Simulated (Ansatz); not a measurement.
Reaction (redistribution): `FC[BH][SnH3]` + `C[SiH](O)I` → `FCBI` + `C[SiH](O)[SnH3]`

Gas-phase electronic energies from Ansatz, PBE0-D4/def2-TZVP geometries. CCSD(T)/CBS is the MP2 limit (def2-TZVPP, def2-QZVPP) plus CCSD(T) − MP2 in def2-TZVPP, frozen cores. Elements past krypton have def2 core potentials. For I, Sn outer-core shells are correlated without core-valence functions, which leaves a few kJ/mol of doubt a bond. One conformer a species, not always the lowest.

```tsv
species	CCSD/def2-TZVPP energy (Eh)
`FC[BH][SnH3]`	-379.73673
`C[SiH](O)I`	-702.44312
`FCBI`	-461.48074
`C[SiH](O)[SnH3]`	-620.69710
```

Problem. Work out ΔE.

Solution. ΔE = (-461.48074) + (-620.69710) − (-379.73673) − (-702.44312) = 0.00201 Eh = +0.05 eV. CCSD(T)/CBS gives +0.06 eV.

Largest T1 diagnostic among the species: 0.013.

From PBE to PBE0 (25 % exact exchange), in def2-TZVPP and without D4, ΔE moves by +0.05 eV. In def2-TZVPP, CCSD(T) changes the Hartree–Fock value by −0.15 eV (the triples alone add −0.03 eV) and MP2 by −0.13 eV.
